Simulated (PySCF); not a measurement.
Computed shifts of a molecule C4H7B, HF/pcSseg-1 run with PySCF, GIAO, gas phase, atoms alike by connectivity averaged where their shifts nearly agree, in ppm (number of nuclei): ¹³C: 131.0 (1), 86.6 (1), 16.7 (2). ¹H: 5.08 (1), 1.23 (6). References: ¹¹B against BF3 (σ = 102.7 ppm); ¹³C against TMS (σ = 192.6 ppm); ¹H against TMS (σ = 31.99 ppm), references at their B3LYP-D3(BJ)/def2-TZVP geometries, non-relativistic. The structure is a stationary point at B3LYP-D3(BJ)/def2-SVP. One conformer was computed; it need not be the lowest.

Question: Pick the molecule that these values belong to.
(A) C=CBC=C
(B) C#CB(C)C
(C) CB1C=CC1

Answer: B, C#CB(C)C
